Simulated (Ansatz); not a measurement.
Job for Ansatz (a quantum-chemistry and plane-wave program): R-CCSD(T)/cc-pV(D+d)Z on H9NSi3 (SMILES [SiH3]N([SiH3])[SiH3]). The basis file is the Basis Set Exchange's JSON of that set.

Ansatz 0.2 input:
```yaml
crystal:
  periodic: [false, false, false]
  atoms:
    - {symbol: Si, position_ang: [0.35243428, 0.85771802, -1.47546818]}
    - {symbol: N, position_ang: [0.08212832, -0.02914877, 0.00226276]}
    - {symbol: Si, position_ang: [0.24176164, 0.77931309, 1.53984620]}
    - {symbol: Si, position_ang: [-0.57445843, -1.64401128, -0.06383096]}
    - {symbol: H, position_ang: [1.41509926, 1.86159762, -1.24694925]}
    - {symbol: H, position_ang: [0.75812178, -0.08896325, -2.53776021]}
    - {symbol: H, position_ang: [-0.86798648, 1.56948033, -1.92987008]}
    - {symbol: H, position_ang: [-1.01004968, 1.46881568, 1.93993317]}
    - {symbol: H, position_ang: [1.31636186, 1.79171422, 1.44218352]}
    - {symbol: H, position_ang: [0.57037119, -0.22197338, 2.57845045]}
    - {symbol: H, position_ang: [-0.06853707, -2.32006990, -1.27884055]}
    - {symbol: H, position_ang: [-2.05754753, -1.64116289, -0.11817887]}
    - {symbol: H, position_ang: [-0.15759915, -2.38320950, 1.14822201]}
basis:
  gaussian:
    orbitals: cc-pV_D+d_Z.json
magnetization: {spin_polarized: false}
correlation: {method: ccsd_t, electrons: outside_noble_gas}
scf: {lower_state_search: off}
```

The log:

```
WARN ansatz: RAYON_NUM_THREADS=4 ignored (pool sized by the plan → 4); use --threads N
Functional definition: HF
these checks for a lower state are left out or cut short: stability, starts, cluster_reference, orbital_swaps, neighbouring_geometries, increment
integrals: 0.27 GiB planned
1291 factors; integrals over basis functions are off by at most 9.9e-4 eV
mean field: 0.44 GiB planned
mean field evaluation 1: about -25210.0297 eV, gradient 3.1e1 eV
mean field evaluation 2: about -25210.0335 eV, gradient 3.1e1 eV
mean field evaluation 4: about -25212.9104 eV, gradient 4.0e0 eV
mean field evaluation 8: about -25212.9679 eV, gradient 2.8e-5 eV
mean field -25212.96786470 eV, -926.5594790642 hartree, gradient 1.3e-6 eV, S^2 0.000000; 0 other end points of the search recorded, 0 dependent functions left out
16 core orbitals not correlated
reference -25212.96786470 eV, -926.5594790642 hartree; 13, 13 occupied and 99, 99 virtual orbitals, 1291 factors
second order -13.08278930 eV of doubles, -0.00000000 eV of singles
coupled cluster: 0.68 GiB planned
cycle   1  -14.38604062 eV  change    -1.3e0 eV  update   9.9e-2
cycle   2  -14.96116181 eV  change   -5.8e-1 eV  update   3.0e-2
cycle   3  -15.03820514 eV  change   -7.7e-2 eV  update   1.2e-2
cycle   4  -15.03176533 eV  change    6.4e-3 eV  update   3.0e-3
cycle   5  -15.03158560 eV  change    1.8e-4 eV  update   8.9e-4
cycle   6  -15.03134765 eV  change    2.4e-4 eV  update   2.3e-4
cycle   7  -15.03128956 eV  change    5.8e-5 eV  update   6.4e-5
cycle   8  -15.03130271 eV  change   -1.3e-5 eV  update   2.3e-5
perturbative correction -0.38757550 eV, -0.0142431369 hartree
Total energy: -25228.38674290 eV, -927.1261123870 hartree
Checks for a lower state left out: stability, starts, cluster_reference, orbital_swaps, neighbouring_geometries, increment
```

Self-consistency was reached.

Cost: roughly 23 core-seconds.
